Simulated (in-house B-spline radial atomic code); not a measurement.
The numbers below are computed, except where a source is named.
**As in an electron gas of r_s = 2.4: phase shifts, screening, friction and resistivity**

A nucleus sits in a uniform electron gas with a rigid positive background. The Kohn-Sham equations are solved self-consistently in the spin-unpolarised LDA (PW92), non-relativistic, on B-splines with outgoing waves at the boundary and partial waves to l = 8. The model has no lattice, no bands and no magnetic solution. Atomic units; δ_l are the phase shifts at the Fermi level, counted so that each bound state adds π, and good to about 0.0005.

The density parameter is r_s = 2.4 bohr, near that of the valence electrons of In (3 per atom, density 7.31 g/cm³, mass 114.82 u, which gives r_s = 2.41).

```csv
l,δ_l (rad)
0,10.6501
1,7.9116
2,3.4204
3,0.0419
4,0.0057
5,0.0010
6,0.0002
7,0.0002
8,0.0002
```

Bound levels below the band bottom (hartree): p -47.09, s -6.317, p -4.438, d -1.131, s -0.1966 and deeper ones.

Check the Friedel sum rule, and say where the screening charge sits.

k_F = (9π/4)^(1/3)/r_s = 0.79965. The rule is Z = (2/π) Σ (2l + 1) δ_l. The terms are s 6.780, p 15.110, d 10.887, f 0.187 and 0.045 beyond, in all 33.010 against Z = 33. Bound states hold 8 s, 12 p, 10 d electrons, so the scattering states carry 3.01 in all; where a term is smaller than its bound count, the bound level has drawn weight out of the band.

Find the transport cross section and the electronic stopping of a 1 keV As ion (mass 74.92 u).

σ_tr = (4π/k_F²) Σ (l + 1) sin²(δ_l − δ_(l+1)). The terms for l = 0 to 3 are 0.1539, 1.9037, 0.1652, 0.0052, all together 2.2282, so σ_tr = 19.652 × 2.2282 = 43.789 bohr². With n = 3/(4π r_s³) = 0.01727, the friction coefficient is Q = n k_F σ_tr = 0.6047. For v well below v_F = 0.800, dE/dx = Q v; with 24801 eV per u at v = 1, v = √(1000/(24801 × 74.92)) = 0.0232, so dE/dx = 0.01403 hartree/bohr = 7.21 eV/nm. The largest term couples the p and d waves.

What residual resistivity would 1 atomic per cent of such centres give in In?

Δρ = k_F n_i σ_tr/n in atomic units of 21.74 μΩ·cm. With one host atom per 3 electrons, n_i/n = 0.01/3, so Δρ = 0.7996 × 0.00333 × 43.789 × 21.74 = 2.54 μΩ·cm. This is an atom added to the gas, as on an interstitial site.

On a substitutional site the background of one host ion, a sphere holding 3 charges, is taken out. The phase shifts for l = 0 to 4 become 10.3569, 7.2967, 3.0451, -0.0370, -0.0079. What follows?

The Friedel sum is now 30.00, for Z − 3 = 30. The sum in σ_tr is 1.6254, so σ_tr = 31.94 bohr² and Δρ = 1.85 μΩ·cm per atomic per cent, 0.73 times the value above. A real host ion scatters too, so this model doesn't give zero even for the host's own atom.
